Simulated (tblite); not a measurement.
Compound: C4H4S3.
Bonds: S1–C2, C2–C3 (aromatic), C3–S4 (aromatic), S4–C5 (aromatic), C5–S6, C5–C7 (aromatic), C2–C7 (aromatic). Hydrogens: H8 on S1; H9 on C3; H10 on S6; H11 on C7.

Structure optimised with GFN2-xTB, isolated species.

(1) What internal coordinates does the optimisation give?

Answers

(1) 
```
  bond  length (Å)
 S1–C2       1.763
 C2–C3       1.360
 C3–S4       1.723
 S4–C5       1.733
 C5–S6       1.754
 C5–C7       1.361
 C2–C7       1.418
 S1–H8       1.331
 C3–H9       1.070
S6–H10       1.333
C7–H11       1.076
```

A selection of angles:
```
    angle  degrees
 C2–S1–H8     95.2
 S1–C2–C3    122.8
 S1–C2–C7    124.0
 C3–C2–C7    113.2
 C2–C3–S4    111.9
 C2–C3–H9    128.1
 S4–C3–H9    120.0
 C3–S4–C5     90.8
 S4–C5–S6    119.6
 S4–C5–C7    112.3
 S6–C5–C7    128.1
C5–S6–H10     95.2
C5–C7–H11    124.1
 C2–C7–C5    111.8
C2–C7–H11    124.0
```

Dihedral angles: H8–S1–C2–C3 180° (antiperiplanar); H10–S6–C5–S4 180° (antiperiplanar).

Of the pairs four or more bonds apart, H8···H11 is among the closest relative to their van der Waals radii: 2.43 Å, 101 % of the sum of Bondi's values. The 4 C–S bonds span 1.723 Å (C3–S4, aromatic) to 1.763 Å (S1–C2, drawn single), a spread of 0.040 Å. The C–C distances run from 1.360 Å (C2–C3, aromatic) to 1.418 Å (C2–C7, aromatic), a spread of 0.058 Å. The 7 heavy atoms lie in one plane (0.000 Å rms). The 5-membered ring C2–C3–S4–C5–C7 has internal angles of 90.8° to 113.2° (sum 540°, against 540° for a flat polygon); it is planar, 0.00 Å rms from its mean plane, widest ring torsion 0°.

Point group: Cs (tolerance 0.08 Å). Its GFN2-xTB frequencies are all real (lowest 135 cm⁻¹). One conformer, not necessarily the lowest (H–S1–C2–C3 180°, S4–C5–S6–H 180°).

The numbers are calculated, not measured.
